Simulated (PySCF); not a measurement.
Ga(F)(NH2)2 (FGaH4N2), SMILES [NH2][Ga]([NH2])[F]. The structure is a stationary point at PBE-D3(BJ)/def2-SVP. The structure was generated by enumeration; whether it is a known compound was not checked. One conformer was computed; it need not be the lowest.

**Question.** Give the equilibrium geometry at PBE-D3(BJ)/def2-SVP (PySCF confirms it by a frequency run) as Cartesian coordinates in Å, and its point group. (Estimate from the structure and the level; the computed values follow.)

**Answer.** This is not unique; one that fits is point group C2.
```xyz
8

Ga     0.0000     0.0000    -0.0144
F      0.0000     0.0000     1.7611
N     -1.6395     0.0816    -0.8150
H     -1.7480    -0.3001    -1.7577
H     -2.4474    -0.1684    -0.2389
N      1.6395    -0.0816    -0.8150
H      1.7480     0.3001    -1.7577
H      2.4474     0.1684    -0.2389
```
